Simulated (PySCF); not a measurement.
A series of related molecules.

All values: PBE0/pcSseg-1 (PySCF) at GFN2-xTB geometries, gas phase, one conformer each.

Problem. Rank by HOMO energy, lowest first.
A. `C=C=C(C#CC)CC(=O)O`
B. `C=C=C(C#CC)[SiH2]C(=O)O`
C. `C(CC(C(O)=O)=C=C)#CC`
D. `C=C[C@H](C#CC)C(=O)O`

Solution. D (-7.43 eV), C (-7.16 eV), B (-6.84 eV), A (-6.66 eV).

Problem. Rank by the lowest Hirshfeld charge on any atom, lowest value first.
A. `C=C=C(C#CC)[SiH2]C(=O)O`
B. `C=C=C(C#CC)C(=O)[SiH2]O`
C. `C=C=C(C#CC)CC(=O)O`

Solution. B (-0.313 e), C (-0.279 e), A (-0.269 e).

Problem. Rank by LUMO energy, lowest first.
A. `C=C[C@@H](C(O)=O)C#CC`
B. `C=C=C(C#CC)CC(=O)O`
C. `C=C=C([SiH2]C#CC)C(=O)O`
D. `C(#CC(=C=C)C(=O)O)CC`
E. `C=C=C(C#CC)C(=O)[SiH2]O`
F. `C=C=C(C#C[SiH2]C)C(=O)O`

Solution. E (-2.13 eV), F (-1.74 eV), D (-1.46 eV), C (-1.34 eV), B (-0.64 eV), A (-0.02 eV).

All values together:

```
                 SMILES   formula  μ (D)  HOMO (eV)  LUMO (eV)  lowest IAO charge (e)  highest IAO charge (e)  lowest Hirshfeld charge (e)  highest Hirshfeld charge (e)
     C=C=C(C#CC)CC(=O)O    C8H8O2   2.10      -6.66      -0.64             -0.479 (O)              +0.539 (C)                   -0.279 (O)                    +0.214 (C)
     C=C=C(C#CCC)C(=O)O    C8H8O2   2.10      -6.89      -1.46             -0.473 (O)              +0.532 (C)                   -0.281 (O)                    +0.204 (C)
C=C=C(C#CC)[SiH2]C(=O)O  C7H8O2Si   1.93      -6.84      -0.81             -0.476 (O)             +0.759 (Si)                   -0.269 (O)                   +0.351 (Si)
   C=C[C@H](C#CC)C(=O)O    C7H8O2   1.68      -7.43      -0.02             -0.477 (O)              +0.547 (C)                   -0.265 (O)                    +0.220 (C)
     C=C=C(CC#CC)C(=O)O    C8H8O2   2.30      -7.16      -1.17             -0.480 (O)              +0.528 (C)                   -0.264 (O)                    +0.204 (C)
C=C=C([SiH2]C#CC)C(=O)O  C7H8O2Si   1.90      -7.48      -1.34             -0.480 (O)             +0.803 (Si)                   -0.281 (O)                   +0.336 (Si)
C=C=C(C#CC)C(=O)[SiH2]O  C7H8O2Si   3.52      -7.07      -2.13             -0.799 (O)             +0.968 (Si)                   -0.313 (O)                   +0.378 (Si)
C=C=C(C#C[SiH2]C)C(=O)O  C7H8O2Si   0.93      -7.22      -1.74             -0.715 (C)             +0.794 (Si)                   -0.278 (O)                   +0.366 (Si)
```

Conformers: `[CH2:1]=[C:2]=[C:3]([C:4]#[C:5][CH3:6])[CH2:7][C:8](=[O:9])[OH:10]` with C2–C3–C7–C8 107°, C3–C7–C8–O9 -88°, C7–C8–O10–H -176°; `[CH2:1]=[C:2]=[C:3]([C:4]#[C:5][CH2:6][CH3:7])[C:8](=[O:9])[OH:10]` with C2–C3–C8–O9 0°, C3–C8–O10–H 180°; `[CH2:1]=[C:2]=[C:3]([C:4]#[C:5][CH3:6])[SiH2:7][C:8](=[O:9])[OH:10]` with C2–C3–Si7–C8 -9°, C3–Si7–C8–O9 -96°, Si7–C8–O10–H -178°; `[CH2:1]=[CH:2][C@H:3]([C:4]#[C:5][CH3:6])[C:7](=[O:8])[OH:9]` with C1–C2–C3–C4 -115°, C2–C3–C7–O8 38°, C3–C7–O9–H -177°; `[CH2:1]=[C:2]=[C:3]([CH2:4][C:5]#[C:6][CH3:7])[C:8](=[O:9])[OH:10]` with C2–C3–C4–C5 88°, C2–C3–C8–O9 173°, C3–C8–O10–H 180°; `[CH2:1]=[C:2]=[C:3]([SiH2:4][C:5]#[C:6][CH3:7])[C:8](=[O:9])[OH:10]` with C2–C3–Si4–C5 117°, C2–C3–C8–O9 -5°, C3–C8–O10–H 179°; `[CH2:1]=[C:2]=[C:3]([C:4]#[C:5][CH3:6])[C:7](=[O:8])[SiH2:9][OH:10]` with C2–C3–C7–O8 -4°, C3–C7–Si9–O10 -179°, C7–Si9–O10–H -1°; `[CH2:1]=[C:2]=[C:3]([C:4]#[C:5][SiH2:6][CH3:7])[C:8](=[O:9])[OH:10]` with C2–C3–C8–O9 1°, C3–C8–O10–H 180°.
